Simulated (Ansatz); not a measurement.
System: H₃BO, charge 0, singlet. H3BO (borinic acid, SMILES BO).
B3LYP-D3(BJ)/def2-TZVP minimum from Ansatz (a program for electronic structure):
```
B
O 1 1.3512
H 2 0.9632 1 114.11
H 1 1.1918 2 116.77 3 180.00
H 1 1.1973 4 122.56 2 -180.00
```

Total energies in cc-pVTZ, 12 correlated electrons, 2 frozen orbitals. UHF or UKS for unpaired electrons; spin-orbit terms are left out. Correlated methods leave the cores frozen. No relativity.

```json
[
 {"method": "HF", "program": "Ansatz", "energy (Eh)": "-101.36850", "minus CCSDT(Q) (mEh)": "381.41"},
 {"method": "MP2", "program": "Ansatz", "energy (Eh)": "-101.72033", "minus CCSDT(Q) (mEh)": "29.58"},
 {"method": "CCSD", "program": "Ansatz", "energy (Eh)": "-101.73699", "minus CCSDT(Q) (mEh)": "12.92"},
 {"method": "CCSD(T)", "program": "Ansatz", "energy (Eh)": "-101.74905", "minus CCSDT(Q) (mEh)": "0.86"},
 {"method": "CCSDT(Q)", "program": "Ansatz", "energy (Eh)": "-101.74991", "minus CCSDT(Q) (mEh)": "0.00"}
]
```

Rough core times of Ansatz's runs on a shared machine: CCSD(T) under 20 s, CCSDT(Q) 4 min.
